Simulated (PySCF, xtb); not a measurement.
Sb(F)(OH)2 (FH₂O₂Sb), SMILES [OH][Sb]([OH])[F].

GFN2-xTB in xtb 6.7.1 at its own geometry gives an orbital gap of 5.35 eV and a dipole moment of 2.19 D.

Coordinates come from a B3LYP-D3(BJ)/def2-SVP optimisation. The def2 effective core potentials stand for the cores of Sb; spin–orbit coupling is left out. The values are those of a single conformer.

What does PySCF with B3LYP/def2-TZVPD give? (An estimate is asked for; the answer gives what the named calculation found.)

gap 6.82 eV (levels -8.57 and -1.75 eV), dipole 1.02 D.
